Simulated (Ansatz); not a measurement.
Mulliken charges of CH3KO, SMILES `C[O][K]` from ωB97M-V/def2-TZVPP in Ansatz (PBE0-D4/def2-TZVP geometry).

```
atom   x (Å)   y (Å)   z (Å)  charge (e)
  C1  -0.198   0.539  -0.153      -0.078
  O2   0.264  -0.701   0.175      -0.794
  K3   1.019  -2.727   0.710       0.748
  H4  -1.211   0.755   0.249       0.041
  H5   0.445   1.364   0.221       0.041
  H6  -0.278   0.706  -1.248       0.041
```

Q: By hand: the dipole of these point charges (1 e Å = 4.8032 D).

A: Σ q r = (0.525, -1.409, 0.372) e Å, of length 1.549 e Å = 7.44 D.

Q: How does the dipole of the full density compare? (Estimate.)

A: Computed: (0.599, -1.606, 0.424) e Å, 8.48 D; the point charges give 0.88 times that, at 0° from its direction.

Point charges leave out the atoms' own dipoles, such as those of lone pairs, and Mulliken's split depends on the basis, so the close match here is no proof of good charges.
